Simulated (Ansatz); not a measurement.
One change: `COB([SiH3])Cl` becomes `COB(Cl)Cl`.

Ansatz, PBE0-D4/def2-TZVP geometries, multiplicity 1. Each molecule was computed in one conformer, which needn't be the lowest.

```tsv
property	`COB([SiH3])Cl`
LUMO energy (B3LYP/def2-TZVPP) / eV	-1.11
HOMO–LUMO gap (PBE0/def2-TZVPP) / eV	7.17
LUMO energy (PBE/def2-TZVPP) / eV	-1.86
HOMO–LUMO gap (ωB97M-V/def2-TZVPP) / eV	11.29
HOMO energy (PBE/def2-TZVPP) / eV	-6.85
size of the dipole moment (ωB97M-V/def2-TZVPP) / D	2.13
```

What does the change do to each property? (An estimate is asked.)

Ansatz gave: 
| property | `COB(Cl)Cl` | shift |
| --- | --- | --- |
| LUMO energy (B3LYP/def2-TZVPP) / eV | -0.42 | 0.69 |
| HOMO–LUMO gap (PBE0/def2-TZVPP) / eV | 8.68 | 1.51 |
| LUMO energy (PBE/def2-TZVPP) / eV | -1.21 | 0.65 |
| HOMO–LUMO gap (ωB97M-V/def2-TZVPP) / eV | 13.05 | 1.76 |
| HOMO energy (PBE/def2-TZVPP) / eV | -7.45 | -0.60 |
| size of the dipole moment (ωB97M-V/def2-TZVPP) / D | 2.42 | 0.29 |

With PBE0 the HOMO falls by 0.79 eV and the LUMO rises by 0.72 eV, so the gap widens by about 1.51 eV. PBE moves the HOMO by -0.60 eV and ωB97M-V by -0.92 eV. Dipoles are sizes alone; their direction can turn.

B3LYP here is the variant with VWN-RPA as its local correlation; programs differ in this.
